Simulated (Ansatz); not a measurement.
Gas-phase electronic energies from Ansatz, PBE0-D4/def2-TZVP geometries. CCSD(T)/CBS is the MP2 limit (def2-TZVPP, def2-QZVPP) plus CCSD(T) − MP2 in def2-TZVPP, frozen cores. This one scheme is used for every species. Functionals use def2-TZVPP.

Reaction (substitution at a C–Cl bond): `F[C@H]1[SiH2][C@@H]1Cl` + H–F → `F[C@H]1[SiH2][C@@H]1F` + HCl

Problem. Is it downhill or uphill in electronic energy at CCSD(T)/CBS, and by how much? (Estimate.)

Solution. Ansatz gave: Uphill: ΔE = +9.4 kcal/mol.

Problem. What do these levels give: B97M-V, r2SCANh-D4, ωB97M-V, PBE, HF/def2-SVP, CCSD(T)/def2-TZVPP? (An estimate is asked.)

Solution. Computed: B97M-V 4.9, r2SCANh-D4 6.5, ωB97M-V 6.5, PBE 5.8, HF/def2-SVP 1.2, CCSD(T)/def2-TZVPP 7.9 kcal/mol.

Largest T1 diagnostic among the species: 0.013.

Leaving LDA and LC-ωPBE aside and taking each functional with its dispersion term where it has one, the values, not all of them listed here, spread over 3.7 kcal/mol, from B97M-V to PBE-QIDH. From PBE to PBE0 (25 % exact exchange), in def2-TZVPP and without D4, ΔE moves by +0.9 kcal/mol.
